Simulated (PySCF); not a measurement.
Potential energy curve for HCl (cation, charge +1), doublet.

UMP2 = MP2 on UHF/6-31G, 5 core orbitals frozen (PySCF); ROHF/6-31G (PySCF); ROKS-BHandHLYP = restricted open-shell BHandHLYP/6-31G (PySCF); CASSCF(7,5)/6-31G (PySCF).

Energies are in kcal/mol, each relative to the lowest point of its own curve near equilibrium.

| R / Å | UMP2 | ROHF | ROKS-BHandHLYP | CASSCF(7,5) |
|---|---|---|---|---|
| 1.05 | 44.4 | 41.2 | 43.6 | 44.6 |
| 1.13 | 19.9 | 17.5 | 19.4 | 20.1 |
| 1.19 | 9.2 | 7.5 | 8.8 | 9.5 |
| 1.24 | 3.9 | 2.8 | 3.7 | 4.1 |
| 1.27 | 1.9 | 1.2 | 1.8 | 2.1 |
| 1.32 | 0.2 | 0.0 | 0.2 | 0.3 |
| 1.35 | 0.0 | 0.1 | 0.0 | 0.0 |
| 1.41 | 0.8 | 1.5 | ? | ? |
| 1.47 | 2.9 | 4.2 | 3.2 | 2.5 |
| 1.55 | 7.1 | ? | 7.5 | 6.2 |
| 1.65 | 13.6 | ? | 14.1 | ? |
| 1.80 | 25.3 | 27.4 | 24.7 | 21.1 |
| 1.98 | 39.2 | 40.4 | 37.2 | 32.0 |
| 2.17 | 49.7 | 52.8 | 49.0 | ? |
| 2.38 | 57.8 | 64.3 | 60.0 | 52.0 |
| 2.67 | 65.2 | 76.5 | 72.0 | 62.0 |
| 2.89 | 68.9 | 83.4 | 78.7 | 67.0 |
| 3.24 | 72.1 | 90.8 | 86.1 | 71.3 |
| 3.59 | 73.4 | 95.1 | 90.6 | 73.1 |
| 3.99 | 74.0 | 97.9 | 93.3 | 73.8 |
| 4.61 | 74.2 | 99.7 | 95.0 | 74.0 |
| 5.23 | 74.2 | 100.3 | 95.2 | 74.1 |

Task: What belongs in the gaps?

Result: 
- 1.41, ROKS-BHandHLYP: 1.0
- 1.41, CASSCF(7,5): 0.6
- 1.55, ROHF: 9.0
- 1.65, ROHF: 16.1
- 1.65, CASSCF(7,5): 11.8
- 2.17, CASSCF(7,5): 42.3

The unrestricted determinant behind UMP2 is spin-contaminated at 1.80 to 5.23 Å (<S²> up to 1.8, against 0.75 for a pure doublet). At the longest distance ROKS-BHandHLYP leaves fractional charges on the fragments, a sign of delocalisation error or of the restricted form.
